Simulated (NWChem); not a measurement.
**Basis-set convergence for H2GeS**

```xyz
4

Ge    -0.5324    -0.5509     0.0000
H      0.6402    -1.6434     0.0000
S      1.0155     1.0724     0.0000
H      0.1493     2.1152     0.0000
```
Charge 0, spin multiplicity 1.

The numbers come from NWChem runs, not from measurements. All single points use one geometry, from B3LYP/def2-SVP, a minimum by its harmonic frequencies. It is one conformer; others weren't searched.

Quantity: LUMO energy at the level PBE0.

The Hamiltonian is non-relativistic. The Pople sets run with spherical d functions. The structure started from a generated list of species.

### Question
In def2-TZVPD the value is -2.66 eV. Among 3-21G, 6-31G*, cc-pVDZ, pcseg-1, aug-pcseg-1, def2-SVPD, def2-TZVP, cc-pVTZ, pcseg-2, which is the smallest basis within 0.2 eV of it?

### Answer
3-21G, with 39 functions against 118 (also within reach: 6-31G*, cc-pVDZ, pcseg-1, aug-pcseg-1, def2-SVPD, def2-TZVP, cc-pVTZ, pcseg-2). def2-TZVPD isn't the basis-set limit itself, and a small set can land close by cancellation.

```tsv
basis	functions	LUMO energy (eV)
3-21G	39	-2.72
6-31G*	54	-2.63
cc-pVDZ	55	-2.57
pcseg-1	55	-2.72
aug-pcseg-1	81	-2.72
def2-SVPD	81	-2.66
def2-TZVP	97	-2.61
cc-pVTZ	105	-2.64
pcseg-2	105	-2.66
def2-TZVPD	118	-2.66
```
